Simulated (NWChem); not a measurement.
System: ZnF, doublet; SMILES [F][Zn]

Program: NWChem. Spin-unrestricted. The spin multiplicity was typed, not searched, and may not be the lowest. No stability test was run on the SCF state. Each level has its own optimisation; frequencies are unscaled.

```tsv
level	r F–Zn (Å)	highest harmonic frequency (cm⁻¹)	zero-point energy (kcal/mol)
UHF/3-21G	1.717	770	1.1
CAM-B3LYP/def2-SVP	1.766	651	0.9
PBE0-D3(BJ)/def2-TZVP	1.789	595	0.9
```
